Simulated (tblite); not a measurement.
Isomers of C6H10ClFSi. Computed values, GFN2-xTB/tblite, gas phase, harmonic and unscaled. This tight-binding method is rough: wavenumbers can miss measured ones by several per cent, in bad cases by 10 to 20. Modes of hydrogen on silicon can be 10 to 20 % off. One conformer each.

Electronic energies: GFN2-xTB at the same geometries; isomer energies are rough at this level and their order can be wrong.

```csv
SMILES,"electronic energy, lowest = 0 (kJ/mol)"
CC/C=C1\C[Si@@H](F)[C@@H]1Cl,0.0
F[C@@H]1C[SiH2]CC/C1=C/Cl,80.7
C=C(F)C/C(Cl)=C/C[SiH3],157.0
CC/C=C1/C[Si@@H](F)[C@@H]1Cl,0.1
C#CC[C@@](F)(CCl)[SiH2]C,245.3
CC/C=C1/C[Si@@H](F)[C@H]1Cl,4.5
C=CC(=C)[SiH2][C@@H](Cl)CF,230.1
F[C@@H]1[C@@H]([C@@H]([SiH3])Cl)C12CC2,181.0
```

Q: How do GFN2-xTB zero-point energies change the relative energies?

A: 
| SMILES | ZPE (kJ/mol) | of it from modes above 1550 cm⁻¹ | electronic (kJ/mol) | with ZPE, lowest = 0 (kJ/mol) | lowest mode (cm⁻¹) | rings |
| --- | --- | --- | --- | --- | --- | --- |
| CC/C=C1\C[Si@@H](F)[C@@H]1Cl | 375.4 | 186.7 | 0.0 | 0.0 | 23 | 1 |
| CC/C=C1/C[Si@@H](F)[C@@H]1Cl | 375.7 | 186.8 | 0.1 | 0.5 | 34 | 1 |
| CC/C=C1/C[Si@@H](F)[C@H]1Cl | 375.6 | 186.4 | 4.5 | 4.7 | 27 | 1 |
| F[C@@H]1C[SiH2]CC/C1=C/Cl | 373.0 | 180.3 | 80.7 | 78.4 | 54 | 1 |
| C=C(F)C/C(Cl)=C/C[SiH3] | 356.5 | 189.0 | 157.0 | 138.1 | 26 | 0 |
| F[C@@H]1[C@@H]([C@@H]([SiH3])Cl)C12CC2 | 361.7 | 178.6 | 181.0 | 167.4 | 41 | 2 |
| C=CC(=C)[SiH2][C@@H](Cl)CF | 362.5 | 192.3 | 230.1 | 217.2 | 28 | 0 |
| C#CC[C@@](F)(CCl)[SiH2]C | 358.8 | 186.8 | 245.3 | 228.7 | 49 | 0 |

The zero-point energies span 19.2 kJ/mol, from `C=C(F)C/C(Cl)=C/C[SiH3]` to `CC/C=C1/C[Si@@H](F)[C@@H]1Cl`. The order is unchanged.

Q: What do entropy and thermal enthalpy add at 298.15 K and 1 bar (rigid rotor, harmonic oscillator, one conformer each)?

A: 
| SMILES | point group | symmetry number | S (J/(mol K)) | H − H(0) (kJ/mol) | ZPE + H − H(0) − TS (kJ/mol) |
| --- | --- | --- | --- | --- | --- |
| CC/C=C1/C[Si@@H](F)[C@@H]1Cl | C1 | 1 | 443.5 | 31.86 | 275.3 |
| CC/C=C1/C[Si@@H](F)[C@H]1Cl | C1 | 1 | 447.7 | 31.94 | 274.0 |
| F[C@@H]1C[SiH2]CC/C1=C/Cl | C1 | 1 | 410.4 | 28.62 | 279.3 |
| C=C(F)C/C(Cl)=C/C[SiH3] | C1 | 1 | 468.1 | 33.55 | 250.4 |
| F[C@@H]1[C@@H]([C@@H]([SiH3])Cl)C12CC2 | C1 | 1 | 434.3 | 31.13 | 263.3 |
| C=CC(=C)[SiH2][C@@H](Cl)CF | C1 | 1 | 455.8 | 33.39 | 260.0 |
| C#CC[C@@](F)(CCl)[SiH2]C | C1 | 1 | 460.2 | 34.90 | 256.5 |

Not tabulated: `CC/C=C1\C[Si@@H](F)[C@@H]1Cl` (lowest mode only 23 cm⁻¹).
